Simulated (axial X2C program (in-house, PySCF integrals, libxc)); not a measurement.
Outer orbitals of CrC⁻ at 1.742 Å, HF

Calculated with an in-house relativistic program for diatomic molecules. Spin-free means the one-electron spin-free X2C Hamiltonian; two-component (2c) means X2C with spin–orbit coupling and atomic mean-field two-electron Coulomb and Gaunt terms, so the difference of the two also holds small scalar two-electron terms. Basis: Cr dyall-acv3z [10s11p7d4f2g], C dyall-av3z [8s7p3d2f] (cores contracted in-house); Gaussian nuclei, density fitting, unrestricted open shells. Masses: Cr 51.941 u, C 12.000 u.

The distance is close to the 2c PBE0 minimum; the highest filled and lowest empty levels are listed.

Spin-free orbitals, state M_S = 3/2, Λ = 0 (beyond evenly filled blocks: σα, δ+α, δ-α) (Löwdin shares):

```
symmetry  occupied  ε (eV)             atomic character
      σβ       yes  -16.84  65% C s, 13% Cr p, 11% Cr d
      σα       yes   -9.91   47% C s, 33% Cr d, 9% Cr p
     δ-α       yes   -5.66                     98% Cr d
     δ+α       yes   -5.66                     98% Cr d
     π-α       yes   -5.33             92% Cr d, 5% C p
     π+α       yes   -5.33             92% Cr d, 5% C p
      σβ       yes   -5.05    83% C p, 7% Cr d, 3% Cr p
     π+β       yes   -4.70   76% C p, 12% Cr d, 6% Cr p
     π-β       yes   -4.70   76% C p, 12% Cr d, 6% Cr p
      σα       yes   -3.91  59% Cr d, 16% C s, 15% Cr s
      σα       yes   -0.82  42% Cr s, 41% Cr p, 12% C p
      σα        no    2.07            95% Cr p, 3% Cr s
      σβ        no    2.07            97% Cr p, 2% Cr s
     π+α        no    2.09                    100% Cr p
     π-α        no    2.09                    100% Cr p
```

Spinors with spin–orbit coupling (state Ω = 3/2):

| ω | occupied | ε (eV) | atomic character | λ mixture |
| --- | --- | --- | --- | --- |
| -1/2 | yes | -16.84 | 65% C s, 13% Cr p, 11% Cr d | 100% σ |
| 1/2 | yes | -9.91 | 47% C s, 33% Cr d, 9% Cr p | 100% σ |
| -3/2 | yes | -5.71 | 98% Cr d | 100% δ |
| 5/2 | yes | -5.63 | 98% Cr d | 100% δ |
| -1/2 | yes | -5.37 | 92% Cr d, 5% C p | 100% π |
| 3/2 | yes | -5.32 | 92% Cr d, 5% C p | 100% π |
| -1/2 | yes | -5.05 | 83% C p, 7% Cr d, 3% Cr s | 100% σ |
| 1/2 | yes | -4.70 | 76% C p, 12% Cr d, 6% Cr p | 100% π |
| -3/2 | yes | -4.69 | 76% C p, 12% Cr d, 6% Cr p | 100% π |
| 1/2 | yes | -3.92 | 59% Cr d, 16% C s, 15% Cr s | 100% σ |
| 1/2 | yes | -0.82 | 42% Cr s, 41% Cr p, 12% C p | 100% σ |
| 1/2 | no | 2.09 | 96% Cr p, 3% Cr s | 100% σ |
| -1/2 | no | 2.09 | 98% Cr p, 2% Cr s | 100% σ |
| 3/2 | no | 2.09 | 100% Cr p | 100% π |
| -1/2 | no | 2.09 | 100% Cr p | 100% π |

Mulliken charges and populations of the two-component result (they depend on the basis, above all on diffuse functions):

Cr -0.21 e (s 6.69 p 12.53 d 4.98 f 0.02), C -0.79 e (s 3.79 p 2.96 d 0.03). ⟨Lz⟩ = 0.00 ħ and ⟨Sz⟩ = 1.50 ħ (2.89 and -1.39 on the two atoms), which add up to Ω.

The state is a single determinant with fixed occupations, the lowest that a limited PBE0 search found. With several unpaired electrons one determinant need not be a pure state. This is the top spin component of a Σ state; components of lower Ω are not single determinants and can lie lower. The determinant is spin-polarised beyond a pure state at some levels (its spin-free form has ⟨S²⟩ too high), which makes Re and μ there less reliable.
